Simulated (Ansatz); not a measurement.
Ansatz (a program for electronic structure) input file for Te(SiH3)(OSiH3) (H₆OSi₂Te), SMILES [Te]([SiH3])O[SiH3], PBE/def2-SVPD. The structure is a stationary point at B3LYP-D3(BJ)/def2-SVP. The structure was generated by enumeration, and PubChem lists no compound with its InChIKey, so it may never have been made. The def2 effective core potentials stand for the cores of Te; spin–orbit coupling is left out. Other conformers were not sampled.

Ansatz 0.2 input:
```yaml
crystal:
  periodic: [false, false, false]
  atoms:
    - {symbol: Te, position_ang: [-0.63052850, -0.32122289, 0.50859603]}
    - {symbol: Si, position_ang: [-0.61343634, 2.14209202, -0.05246149]}
    - {symbol: H, position_ang: [-2.01509389, 2.61460524, 0.13897559]}
    - {symbol: H, position_ang: [-0.18511015, 2.33344205, -1.46442898]}
    - {symbol: H, position_ang: [0.30984689, 2.87076253, 0.85848718]}
    - {symbol: O, position_ang: [1.34664761, -0.48816817, 0.06904462]}
    - {symbol: Si, position_ang: [1.87954495, -0.98591236, -1.43845128]}
    - {symbol: H, position_ang: [1.40559946, -2.36477383, -1.76304765]}
    - {symbol: H, position_ang: [3.36722709, -0.96851771, -1.38227620]}
    - {symbol: H, position_ang: [1.40631074, -0.06309766, -2.51428205]}
basis:
  gaussian:
    orbitals: def2-SVPD
hamiltonian:
  xc: {name: PBE}
```

Program output:

```
WARN ansatz: RAYON_NUM_THREADS=1 ignored (pool sized by the plan → 1); use --threads N
Functional definition: PBE
integrals: 0.10 GiB planned
1405 factors; their error is unknown
mean field: 0.59 GiB planned
mean field evaluation 1: about -25168.6962 eV, gradient 6.2e1 eV
mean field evaluation 2: about -25037.7824 eV, gradient 1.9e2 eV
mean field evaluation 4: about -25175.1712 eV, gradient 1.8e1 eV
mean field evaluation 8: about -25176.5320 eV, gradient 1.1e-1 eV
mean field evaluation 16: about -25176.5052 eV, gradient 2.1e-4 eV
mean field -25176.50516333 eV, -925.2194995042 hartree, gradient 6.1e-5 eV, S^2 0.000000; 0 other end points of the search recorded, 0 dependent functions left out
reference -25176.50523020 eV, -925.2195019616 hartree; 33, 33 occupied and 121, 121 virtual orbitals, 1405 factors
Total energy: -25176.50523020 eV, -925.2195019616 hartree
```

Self-consistency was reached.

Cost: around 6 core-seconds (rough).
